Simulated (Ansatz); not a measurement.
Consider the formal exchange of groups at the Si–Si bond: `O[SiH]([SiH3])[SiH2]S` + `BOCF` → `FCOB[SiH2]S` + `O[SiH2][SiH3]`.

Gas-phase electronic energies from Ansatz, PBE0-D4/def2-TZVP geometries. CCSD(T)/CBS adds triple-zeta CCSD(T) − MP2 to the extrapolated MP2 energy (def2 sets, frozen cores). DFT in def2-TZVPP. B3LYP here is the variant with VWN-RPA as its local correlation; programs differ in this. One conformer a species, not always the lowest.

`O[SiH]([SiH3])[SiH2]S`:

Cartesian coordinates in Å:
```
O 1.249 -0.737 -1.323
Si 0.173 0.307 -0.619
Si 1.361 1.985 0.495
Si -1.185 -1.000 0.777
S -1.486 -2.836 -0.321
H 0.916 -1.633 -1.443
H -0.731 0.929 -1.636
H 0.378 2.920 1.109
H 2.233 2.750 -0.436
H 2.197 1.395 1.574
H -2.482 -0.379 1.157
H -0.483 -1.450 2.006
H -2.139 -2.252 -1.340
```

`BOCF`:

```xyz
8

B     1.285   -0.390   -0.152
O     0.291   -0.012    0.680
C    -0.988    0.245    0.204
F    -1.164    1.594    0.123
H     1.053   -0.557   -1.318
H     2.362   -0.555    0.335
H    -1.129   -0.178   -0.796
H    -1.709   -0.148    0.924
```

`FCOB[SiH2]S`:

Cartesian coordinates in Å:
```
F 1.336 2.546 -0.932
C 0.339 1.810 -1.492
O -0.311 1.099 -0.486
B -0.069 -0.214 -0.281
Si -0.919 -1.164 1.286
S 0.690 -1.845 2.544
H 0.783 1.129 -2.226
H -0.380 2.496 -1.945
H 0.686 -0.784 -1.030
H -1.766 -2.307 0.839
H -1.730 -0.288 2.169
H 1.341 -2.479 1.555
```

`O[SiH2][SiH3]`:

Cartesian coordinates in Å:
```
O 1.556 1.276 -0.493
Si 0.058 1.012 0.157
Si -0.653 -1.210 -0.104
H 2.284 0.752 -0.156
H 0.031 1.348 1.611
H -0.853 1.940 -0.558
H -1.979 -1.401 0.545
H 0.321 -2.138 0.539
H -0.765 -1.579 -1.542
```

| level | ΔE (kcal/mol) | difference from CCSD(T)/CBS |
| --- | --- | --- |
| PBE-D4 | 8.0 | 1.2 |
| r2SCAN-D4 | 7.2 | 0.4 |
| PBE0-D4 | 7.8 | 1.0 |
| B3LYP-D4 | 7.3 | 0.5 |
| ωB97X-V | 6.5 | -0.3 |
| ωB97M-V | 6.6 | -0.2 |
| B2PLYP | 6.0 | -0.8 |
| PBE | 6.8 | 0.0 |
| PBE0 | 6.8 | 0.0 |
| HF/def2-TZVPP | 4.3 | -2.5 |
| SCS-MP2/def2-TZVPP | 5.9 | -0.9 |
| CCSD/def2-TZVPP | 5.7 | -1.1 |
| CCSD(T)/def2-TZVPP | 6.1 | -0.7 |
| HF/def2-QZVPP | 4.2 | -2.6 |
| MP2/def2-QZVPP | 7.2 | 0.4 |
| MP2/CBS(def2) | 7.5 | 0.7 |
| CCSD(T)/CBS | 6.8 | 0 |

Largest T1 diagnostic among the species: 0.013.

In def2-TZVPP, CCSD(T) changes the Hartree–Fock value by +1.9 kcal/mol (the triples alone add +0.5 kcal/mol) and MP2 by +2.5 kcal/mol. The D4 term adds +1.9 kcal/mol with B3LYP and +1.1 kcal/mol with PBE0; it sums over pairs of atoms, weighted by their polarisabilities, and B3LYP, whose exchange is more repulsive, gets the larger term.

CCSD(T)/CBS has its own doubt, a few kJ/mol and more with outer-core shells, so smaller differences from it don't rank the levels.
